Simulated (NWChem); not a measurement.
Species: SnHOF, singlet; SMILES [OH][Sn][F]

```xyz
4

Sn     0.3695     0.0310     0.0000
F     -0.8606    -1.5009     0.0000
O     -1.0951     1.3742     0.0000
H     -1.9713     0.9642     0.0000
```
Atoms are numbered in this order, from 1.

All runs: NWChem. Low-valent species are run as closed-shell singlets; no triplet was tried in these runs. Structure relaxed at the PBE0/def2-SVP level. def2 effective core potentials on Sn; no spin-orbit coupling. LC-ωPBE (HJS hole) with def2-SVP; x = 1 − exp(−ω/0.25 bohr⁻¹) is a scale chosen for this fit.

| row | x | −ε(HOMO) (eV) |
|---|---|---|
| ω = 0.15 | 0.451 | 8.71 |
| ω = 0.25 | 0.632 | withheld |
| ω = 0.35 | 0.753 | 10.26 |
| ω = 0.40 | 0.798 | 10.49 |
| ω = 0.50 | 0.865 | 10.84 |

Q: Fit a straight line of the last column on the one before it, predict the withheld value, and compare with the run.

A: 
1. Means of the 4 shown rows: x = 0.7167, y = 10.075. Slope Σ(x − x̄)(y − ȳ)/Σ(x − x̄)² = 0.5166/0.1005 = 5.139; intercept 6.392.
2. The shown rows scatter about the line by 0.002 (root mean square); the largest residual is 0.00, at ω = 0.40.
3. At x = 0.632 (ω = 0.25; inside the shown range) the line gives 9.64.
4. The run gives 9.63, -0.01 from the line.
